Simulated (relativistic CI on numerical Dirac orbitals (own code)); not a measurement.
Method of calculation: Dirac-Coulomb-Breit CI, orbitals from a KLI potential per configuration, QED by a radiative potential, unscaled Slater integrals (own radial code, finite nucleus).

The strongest absorption lines from the ground level of an ion, among the configurations computed and to levels below about 47.7 eV (vacuum wavelength in Å, gf): 296.86 (0.2), 299.49 (0.24), 303.23 (0.14), 306.94 (0.63), 307.77 (0.2), 316.10 (1.4), 318.95 (0.93), 326.65 (0.28).

Question: Which ion is it?
A. Hg7+
B. Pt5+
C. Hg9+
D. Os3+

Answer: A. Hg7+ has 73 electrons and the ground level 5s2 5p6 5d5 6S_5/2; the strongest line goes to 5s2 5p6 5d4 6p 6P°_7/2. The pattern of lines fixes the number of electrons, and along that sequence the line energies rise steadily with the charge (about as its square where n changes within one kind of shell, about linearly where n is kept but much faster in heavy ions where fine structure, which grows about as Z⁴, sets the gap, and irregularly where shells cross), which fixes Z. Configurations outside the model, such as inner-shell arrays, can give stronger lines. At this charge configurations can still be misplaced by up to about 7 % of their energy. Terms inside the open d or f shell come out 10 to 20 % too wide with unscaled integrals. Levels and lines within the n = 5 or 6 shells can be off by up to 10 % or somewhat more, and those that change n by about 2 %, since core polarisation is missing.

LS names give the leading component of a level, which can be under half, so a name can repeat, a term be missing and a line seem to break the LS rules.
